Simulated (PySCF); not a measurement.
Method: delta-SCF UKS SCAN, pcX-2 on the ionised atom, pcseg-1 elsewhere, spin-free X2C in PySCF. Geometries: PBE0-D3(BJ)/def2-SVP; isolated species, one conformer each. Values against the vacuum level.

**Question.** Order these sites by rising C 1s binding energy.
A. C2 in `[CH2:1]1[CH2:2][NH2+:3][CH2:4]1`
B. C4 in `[SiH3:1][C@H:2]([GeH3:3])[c:4]1[cH:5][cH:6][cH:7][o:8]1`
C. C1 in `[CH2:1]=[C:2]=[C:3]1[CH:4]=[CH:5][CH:6]=[CH:7]1`
D. C1 in `[CH2:1]=[N+:2]([CH3:3])[CH3:4]`
E. Carbon in `[C-]#N`

**Answer.** E (283.63 eV), C (290.71 eV), B (291.61 eV), A (297.90 eV), D (298.60 eV).

From the lowest up, the atoms are bonded to: N (triple bond) in a species of charge -1 (283.63); C (double bond) and 2 H (290.71); O (aromatic in the SMILES), C (aromatic in the SMILES) and C (291.61); N, C and 2 H in a species of charge +1 (297.90); N (double bond) and 2 H in a species of charge +1 (298.60).

1 of these hole states is spin-contaminated (⟨S²⟩ 0.86, against 0.75; counted from 0.85) and less certain. The basis sets have no added diffuse functions, a weakness for anions.
